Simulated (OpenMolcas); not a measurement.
Ir6+ among 6 point charges of -1.7 e arranged as a trigonal antiprism (D3d), with a polar angle of 64.0° against the regular 54.74°.

```json
{"Program": "OpenMolcas 26.06", "Method": "CASSCF", "Basis": "ANO-RCC-VDZP [7s6p4d2f]", "Scalar Hamiltonian": "DKH2, point nucleus", "Active space": "3 electrons in 5 orbitals (5d)", "State averaging": "2S+1 = 4 even, 10 roots; 2S+1 = 2 even, 40 roots", "Spin-orbit coupling": "state interaction with AMFI integrals over the reference wave functions"}
```

All point charges move together. At R = 1.7 Å the first state of the same spin is 12715 cm-1, and at R = 1.78 Å it is 9988 cm-1.

Q: A third run gives 6223 cm-1. What distance was it run at?

A: With a power law R^-n the two known points give n = -ln(9988 / 12715) / ln(1.78 / 1.7) = 5.25. Then R = 1.7 × (12715 / 6223)^(1/5.25) = 1.948 Å. The run was at 1.94 Å, so the estimate is off by +0.008 Å.

Without dynamic correlation the repulsion within the d shell is too large (B by tens of per cent), so at a given field states of lower spin stand too high. Spin-orbit coupling mixes the spin-free states strongly: the lowest level takes only 60 % from its leading state, 4A2 (figures for R = 1.7; the like holds for R = 1.78, R = 1.94). Point charges carry no covalency, so the field is a model and not that of real ligands. No measured value stands beside these numbers.
